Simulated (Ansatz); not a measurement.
`OC1BC=C1`. The species carries charge 0 and has multiplicity 1.

Cartesian coordinates in Å:
```
O 0.122 1.808 -0.573
C -0.380 0.676 0.081
B -0.579 -0.664 -0.764
C 0.023 -1.514 0.309
C 0.612 -0.325 0.603
H 0.088 2.559 0.024
H -1.168 0.899 0.800
H -0.683 -0.813 -1.942
H 0.334 -2.521 0.542
H 1.632 -0.105 0.921
```

(1) Give the diagnostics of a CCSD(T)/def2-TZVPP run (frozen core, Ansatz). (Estimate.)

Results:

(1) Computed: T1 = 0.0120, largest single amplitude 0.018, largest double 0.028, (T) share of the correlation energy 4.3 %, 10 CCSD cycles. The RHF solution is stable towards an unrestricted one. T1 lies under the customary mark of 0.02 for closed shells.
